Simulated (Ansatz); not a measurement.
Basis-set extrapolation for AlF3H5NSi, SMILES `[F][Al-]([F])([F])[NH2+][SiH3]` (PBE0-D4/def2-TZVP geometry, frozen core, Ansatz). Multiplicity 1, RHF reference.

```tsv
	def2-TZVPP	def2-QZVPP
HF	-887.024326	-887.059423
MP2 correlation	-1.180790	-1.287028
CCSD(T) correlation	-1.245581	not run
```

Energies in hartree. Use E(X) = E(∞) + A·exp(−7.88·√X) for Hartree–Fock and E(X) = E(∞) + B·X^(−2.97) for correlation, with X = 3 and 4, and add CCSD(T) minus MP2 of the smaller set to the MP2 limit.

Task: What is the CCSD(T) energy at the basis-set limit?

Result: HF limit: -887.059423 + (-0.035097) × 0.13774 = -887.06426. MP2 limit: -1.287028 + (-0.106238) × 0.74074 = -1.36572. Higher-order term: -1.245581 − (-1.180790) = -0.06479. Total: -888.49477 hartree, 590.4 kJ/mol below CCSD(T)/def2-TZVPP.
